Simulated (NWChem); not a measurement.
# HgCl₂; SMILES [Cl][Hg][Cl]

def2 effective core potentials on Hg; no spin-orbit coupling.

Q: Give the equilibrium geometry at PBE0/def2-SVP with def2 effective core potentials on Hg (NWChem) as a list of bonds and angles, with the point group.

A: point group D*h; any orientation.
Bonded distances (Å): Hg1–Cl2 2.282, Hg1–Cl3 2.282. Bond angles (°): Cl2–Hg1–Cl3 180.0.
